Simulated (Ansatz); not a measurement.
Reaction (formal exchange of groups at a Ga–C bond): `C=[C]([SiH3])[GaH2]` + `CCNN` → `CC[NH][GaH2]` + `C=C(N)[SiH3]`

Calculated with Ansatz (gas phase, PBE0-D4/def2-TZVP geometries, no zero-point term in ΔE). CCSD(T)/CBS is the MP2 limit (def2-TZVPP, def2-QZVPP) plus CCSD(T) − MP2 in def2-TZVPP, frozen cores. For Ga outer-core shells are correlated without core-valence functions, which leaves a few kJ/mol of doubt a bond. Scalar relativity is left out up to krypton. Each species was taken in one conformer, which may not be the lowest.

`C=[C]([SiH3])[GaH2]`:

Z-matrix (Å, degrees):
```
Si
C 1 1.859
H 1 1.489 2 110.4
H 1 1.489 2 110.4 3 -118.5
H 1 1.490 2 110.7 3 120.8
Ga 2 1.963 1 122.9 3 59.7
C 2 1.340 1 120.5 3 -120.4
H 6 1.572 2 116.2 1 -179.9
H 6 1.569 2 121.7 1 0.1
H 7 1.090 2 122.5 1 180.0
H 7 1.091 2 122.6 1 -0.0
```

`CCNN`:

Z-matrix (Å, degrees):
```
C
C 1 1.521
H 1 1.093 2 110.9
H 1 1.093 2 111.0 3 119.5
H 1 1.095 2 111.1 3 -120.7
N 2 1.450 1 115.6 3 61.1
H 2 1.093 1 109.9 3 -60.2
H 2 1.095 1 110.0 3 -177.9
N 6 1.412 2 111.5 1 -61.8
H 6 1.016 2 109.7 1 62.2
H 9 1.010 6 108.5 2 -151.0
H 9 1.015 6 112.9 2 88.7
```

`CC[NH][GaH2]`:

```xyz
12

C     1.674    0.165    0.350
C     0.222    0.562    0.558
N    -0.711   -0.486    0.216
Ga   -1.949   -0.481   -1.111
H     1.931   -0.706    0.959
H     2.349    0.979    0.630
H     1.857   -0.092   -0.696
H    -0.007    1.439   -0.056
H     0.082    0.879    1.602
H    -0.597   -1.312    0.784
H    -2.809   -1.774   -1.276
H    -2.040    0.829   -1.958
```

`C=C(N)[SiH3]`:

Z-matrix (Å, degrees):
```
Si
C 1 1.873
H 1 1.491 2 109.5
H 1 1.487 2 111.1 3 118.3
H 1 1.483 2 109.2 3 -120.2
N 2 1.386 1 116.8 3 -53.8
C 2 1.339 1 119.2 3 130.9
H 6 1.007 2 116.5 1 34.0
H 6 1.009 2 115.9 1 169.6
H 7 1.081 2 120.9 1 -0.8
H 7 1.088 2 122.0 1 178.2
```

| species | CCSD(T)/def2-SVP energy (Eh) |
| --- | --- |
| `C=[C]([SiH3])[GaH2]` | -2292.19998 |
| `CCNN` | -189.80721 |
| `CC[NH][GaH2]` | -2058.48726 |
| `C=C(N)[SiH3]` | -423.58475 |

Question: Work out ΔE.

Answer: ΔE = (-2058.48726) + (-423.58475) − (-2292.19998) − (-189.80721) = -0.06482 Eh = -170.2 kJ/mol. CCSD(T)/CBS gives -167.3 kJ/mol.

Largest T1 diagnostic among the species: 0.014.

From PBE to PBE0 (25 % exact exchange), in def2-TZVPP and without D4, ΔE moves by +3.8 kJ/mol. Leaving LDA and LC-ωPBE aside and taking each functional with its dispersion term where it has one, the values, not all of them listed here, spread over 14.1 kJ/mol, from r2SCAN-D4 to ωB97X-V. LDA lies −13.1 kJ/mol from PBE without D4.
